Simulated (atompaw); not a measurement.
# Logarithmic derivatives: zinc (Zn), PAW (atompaw)

atompaw 4.2.0.5 input, output lines left out:

```
Zn 30
GGA-PBE scalarrelativistic loggrid 1500 logderivrange -3 5 201
4 4 3 0 0 0
4 0 1.5
4 1 0
0 0 0
c
c
c
v
c
c
v
v
3
2.60 2.05 1.75 1.50
y
2.4
n
y
0.85
n
y
-0.2
n
y
-0.1
n
custom polynom vanderbiltortho sinc
4 -0.5 ultrasoft
2.60
2.00
2.60
2.60
0.70
0.70
2.60
```

The phase is arctan(r·u′/u) with u = r·R(r), unwrapped; energies in Ry, scanned from -3 to 5 Ry. A pole is an energy at which the radial function vanishes at the test radius. The pseudo phase is shifted by a multiple of π to meet the all-electron one at the reference energy, and phase errors are pseudo minus all-electron; the curves can meet again beyond the range given. Levels narrower than the energy grid can be missing from the lists of poles.

**Question.** For each channel, where are the poles, and over which energies does the pseudopotential scatter like the atom?

**Answer.**

```json
{"channel": "s", "radius (bohr)": "2.62", "reference energy (Ry)": "-0.72", "poles, all-electron": "0.54", "poles, pseudo": "0.54", "unbroken range about the reference energy with phases within 0.05 rad": "the whole range", "phase error 1 Ry above the reference energy (rad)": "-0.000"}
{"channel": "p", "radius (bohr)": "2.62", "reference energy (Ry)": "-0.31", "poles, all-electron": "1.59", "poles, pseudo": "1.59", "unbroken range about the reference energy with phases within 0.05 rad": "below 4.1", "phase error 1 Ry above the reference energy (rad)": "+0.000"}
{"channel": "d", "radius (bohr)": "2.62", "reference energy (Ry)": "-1.08", "poles, all-electron": "-1.02, 3.52", "poles, pseudo": "-1.02, 3.51", "unbroken range about the reference energy with phases within 0.05 rad": "the whole range", "phase error 1 Ry above the reference energy (rad)": "+0.000"}
{"channel": "f", "radius (bohr)": "2.62", "reference energy (Ry)": "-0.10", "poles, all-electron": "4.64", "poles, pseudo": "none", "unbroken range about the reference energy with phases within 0.05 rad": "below 1.4", "phase error 1 Ry above the reference energy (rad)": "+0.003"}
```

Phases in the d channel:

```tsv
E (Ry)	all-electron	pseudo
-3.00	1.349	1.349
-2.52	1.328	1.328
-2.04	1.296	1.296
-1.56	1.234	1.234
-1.08	-1.242	-1.242
-0.60	-1.871	-1.871
-0.12	-1.989	-1.989
0.36	-2.175	-2.175
0.84	-2.634	-2.634
1.32	-3.645	-3.645
1.80	-4.264	-4.264
2.28	-4.494	-4.495
2.76	-4.608	-4.609
3.24	-4.680	-4.681
3.72	-4.734	-4.735
4.20	-4.783	-4.784
4.68	-4.833	-4.835
```
